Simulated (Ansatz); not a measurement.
Job for Ansatz (an electronic-structure program): R-PBE/def2-TZVPPD on HCl (SMILES Cl) with ghost functions. Files ending in .json are basis or fitting sets from the Basis Set Exchange.

Ansatz 0.2 input:
```yaml
crystal:
  periodic: [false, false, false]
  atoms:
    - {symbol: Cl, position_ang: [0.18137012, 0.42715245, -0.08155604]}
    - {symbol: H, position_ang: [-0.08917065, -0.45574490, 0.81766539]}
basis:
  gaussian:
    orbitals: def2-TZVPPD.json
    ghost_atoms:
      - {symbol: Si, position_ang: [0.04128378, 0.64051478, 3.82265477]}
      - {symbol: Cl, position_ang: [-0.40999953, -1.26877887, 3.12522449]}
      - {symbol: H, position_ang: [-0.05348074, 0.60113517, 5.29384472]}
      - {symbol: H, position_ang: [-0.94354843, 1.57546705, 3.25148283]}
      - {symbol: H, position_ang: [1.40952153, 0.96991602, 3.38698211]}
hamiltonian:
  xc: {name: PBE}
scf: {lower_state_search: off}
```

The head of its log:

```
Functional definition: PBE
[...]
these checks for a lower state are left out or cut short: stability, starts, cluster_reference, orbital_swaps, neighbouring_geometries, increment
integrals: 0.16 GiB planned
1164 factors; their error is unknown
mean field: 0.92 GiB planned
mean field evaluation 1: about -12534.0209 eV, gradient 1.2e1 eV
mean field evaluation 2: about -12533.9675 eV, gradient 1.4e1 eV
```

Q: Predict the final total energy.

A: -460.6292 hartree.
